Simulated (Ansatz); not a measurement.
Relaxation of ClH5O2Si (9 atoms, charge 0, multiplicity 1), to a largest force component of 0.03 eV/Å in at most 50 steps.

All numbers below come from RKS PBE-D4/def2-SVP (Ansatz 0.2.0).

```xyz
9
Properties=species:S:1:pos:R:3
Si -0.134 -0.205 0.105
H -0.102 -0.114 1.576
O 1.446 -0.246 -0.453
H 1.580 -0.834 -1.218
O -1.057 1.096 -0.388
H -1.319 1.119 -1.322
H -0.798 -1.496 -0.321
Cl 1.456 2.431 1.405
H 0.986 1.333 2.002
```

Task: Where does it end, and by what steps?

Result: The forces met the threshold. After 21 steps the energy has fallen by 0.370 eV; H9 moved furthest, 1.22 Å.

| step | energy less start (eV) | largest force component (eV/Å) | accepted |
| --- | --- | --- | --- |
| 0 | 0.0000 | 0.807 | yes |
| 1 | -0.0628 | 0.715 | yes |
| 2 | -0.0743 | 0.683 | yes |
| 3 | -0.0807 | 0.698 | yes |
| 4 | 0.0370 | 2.916 | no |
| 5 | -0.0928 | 0.247 | yes |
| 6 | -0.0979 | 0.051 | yes |
| 7 | -0.1013 | 0.069 | yes |
| 8 | -0.1023 | 0.693 | yes |
| 9 | -0.1181 | 0.906 | yes |
| 10 | -0.1587 | 0.760 | yes |
| 11 | -0.2172 | 0.679 | yes |
| 12 | -0.2891 | 0.531 | yes |
| 13 | -0.3285 | 1.187 | yes |
| 14 | -0.3594 | 0.362 | yes |
| 15 | -0.3596 | 0.578 | yes |
| 16 | -0.3310 | 0.955 | no |
| 17 | -0.3649 | 0.112 | yes |
| 18 | -0.3681 | 0.066 | yes |
| 19 | -0.3697 | 0.043 | yes |
| 20 | -0.3701 | 0.036 | yes |
| 21 | -0.3703 | 0.016 | yes |

```xyz
9
Properties=species:S:1:pos:R:3
Si -0.435 -0.277 0.153
H -0.770 -0.181 1.598
O 1.249 -0.058 0.110
H 1.703 -0.211 -0.738
O -1.286 0.925 -0.632
H -1.420 0.816 -1.589
H -0.733 -1.618 -0.466
Cl 1.957 2.379 1.855
H 1.794 1.310 1.094
```

Whether the end is a true minimum wasn't checked by a vibrational analysis.

The run took 32 s on 2 threads of Arm Neoverse V1 (shared host), peak memory 0.12 GiB.
